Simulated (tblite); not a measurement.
Start geometry of `C[Si](C)(C)c1cn[nH]c1` from a force field or distance geometry (Å):
```
atom  x, y, z in Å
C1    -1.4543   -1.6047   -0.6691
Si2   -0.7664    0.0297   -0.0513
C3    -1.5077    0.3964    1.6412
C4    -1.2543    1.3966   -1.2457
C5     1.0895   -0.0944    0.1115
C6     1.7982   -0.9966    0.9022
N7     3.1237   -0.8221    0.7838
N8     3.2474    0.1924   -0.0847
C9     2.0448    0.6624   -0.5308
H10   -2.5556   -1.5421   -0.7557
H11   -1.0523   -1.8494   -1.6526
H12   -1.2264   -2.4210    0.0214
H13   -2.6109    0.4756    1.5714
H14   -1.2732   -0.3910    2.3528
H15   -1.1389    1.3562    2.0320
H16   -2.3454    1.4545   -1.3061
H17   -0.8777    2.3616   -0.8916
H18   -0.8487    1.1900   -2.2344
H19    1.4367   -1.7671    1.5745
H20    4.1780    0.5028   -0.3330
H21    1.9845    1.4871   -1.2364
```

Task: What comes out of this run: tblite, GFN2-xTB geometry optimisation, gas phase?

Result: 
```
atom  x, y, z in Å
C1    -1.472   -1.638   -0.680
Si2   -0.792    0.027   -0.041
C3    -1.526    0.409    1.678
C4    -1.241    1.421   -1.263
C5     1.077   -0.097    0.109
C6     1.822   -0.995    0.906
N7     3.116   -0.809    0.777
N8     3.246    0.194   -0.090
C9     2.053    0.651   -0.516
H10   -2.553   -1.614   -0.776
H11   -1.060   -1.887   -1.654
H12   -1.220   -2.449   -0.003
H13   -2.609    0.480    1.641
H14   -1.273   -0.369    2.393
H15   -1.148    1.348    2.071
H16   -2.318    1.516   -1.366
H17   -0.860    2.381   -0.928
H18   -0.834    1.230   -2.251
H19    1.447   -1.758    1.558
H20    4.166    0.517   -0.346
H21    1.973    1.457   -1.218
```

The energy falls by 12.1 kJ/mol over 32 L-BFGS steps, the largest force on an atom goes from 1.68 to 0.004 eV/Å, and the atoms move by 0.043 Å rms after alignment. The bond that changes most is C1–Si2 (Si-methyl carbon to four-coordinate silicon), which lengthens by 0.031 Å. Bonds longer at the end by more than 0.005 Å: 5 of 21; shorter: 11. Among the angles that change most is C6–C5–C9, from 105.5° to 103.1°. Rotational constants go from 2391, 879.4, 805.4 to 2331, 870.6, 799.5 MHz. The orientation of the end geometry is arbitrary; only internal coordinates are fixed.

Hardware: one thread of an Arm Neoverse V2, shared host with 192 logical CPUs at a one-minute load of 48. Cost: 0.23 s wall.

Its GFN2-xTB frequencies are all real (lowest 15 cm⁻¹).

The numbers are calculated, not measured.
